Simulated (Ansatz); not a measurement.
Basis-set series for CH7B2N (`CBBN`). Charge 0, multiplicity 1. The geometry is a stationary point of PBE0-D4/def2-TZVP. It is one conformer, not always the lowest.

| functional | basis | functions | energy (Eh) | HOMO (eV) | LUMO (eV) |
| --- | --- | --- | --- | --- | --- |
| PBE0-D4 | def2-SVP | 91 | -146.48932 | -7.29 | -0.79 |
| PBE0-D4 | def2-QZVPP | 438 | -146.66217 | -7.43 | -1.01 |
| ωB97M-V | def2-SVP | 91 | -146.58251 | -9.53 | 1.22 |
| ωB97M-V | def2-QZVPP | 438 | -146.76500 | -9.70 | 0.74 |

(1) Give the rows for def2-TZVPP. (Estimate.)

## Answers

(1) Computed: 
```csv
functional,basis,functions,energy (Eh),HOMO (eV),LUMO (eV)
PBE0-D4,def2-TZVPP,222,-146.65308,-7.41,-0.97
ωB97M-V,def2-TZVPP,222,-146.75635,-9.68,0.88
```

Positive LUMOs are unbound and depend on the basis.
